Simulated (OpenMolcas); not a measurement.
A calculation on Nd3+.

| Item | Value |
| --- | --- |
| Program | OpenMolcas 26.06 |
| Method | CASSCF |
| Basis | ANO-RCC-VTZP [8s7p5d3f2g1h] |
| Scalar Hamiltonian | DKH2, point nucleus |
| Active space | 3 electrons in 14 orbitals (4f 5f) |
| State averaging | 2S+1 = 4 odd, 30 roots; 2S+1 = 2 odd, 43 roots |
| Spin-orbit coupling | state interaction with AMFI integrals over the reference wave functions, term energies averaged over their components |

(1) Which level of the active space comes out lowest?

(2) How high does 4f3 4G* 5/2 lie?

(3) How high does 4f3 4I* 11/2 lie?

(4) How high does 4f3 4I* 15/2 lie?

(5) The level at 15436 cm-1 has J = 9/2. What is it made of, and what is its g factor?

Measured values: the list in Arab et al., J. Quant. Spectrosc. Radiat. Transfer 229, 145 (2019) and Gaigalas et al. (2019), from Wyart et al. (2007).

## Answers

(1) 4f3 4I* 9/2, with 98 % of that term; it is also the measured ground level.

(2) 23628 cm-1 above the lowest level; measured 17707 cm-1 above the ground level, so the calculation is off by +33 %.

(3) 2009 cm-1 above the lowest level; measured 1897 cm-1 above the ground level, so the calculation is off by +6 %.

(4) 6454 cm-1 above the lowest level; measured 5989 cm-1 above the ground level, so the calculation is off by +8 %.

(5) 78 % 4f3 2H* 9/2, 15 % 4f3 2G*, 4 % 4f3 4F*; g = 0.956, against 0.909 from Landé's formula for the pure leading term.

High states are left out of the spin-orbit mixing, which shifts the levels that they would mix with. Without dynamic correlation excited terms often stand tens of per cent too high (terms of higher spin than the ground term too low), and those without a measured partner can miss by more than the paired ones. Active for correlation alone: 5f; no level in the range computed is led by a configuration that fills it, so any true level of that kind is missing. Measured partners are found by configuration, term and J. A level has none where our copy of the source lacks it or the pairing is in doubt (some pairs that miss far off the trend of their configuration count as doubtful), and it then counts in no deviation. Only configurations of the active space appear.

* marks odd parity.
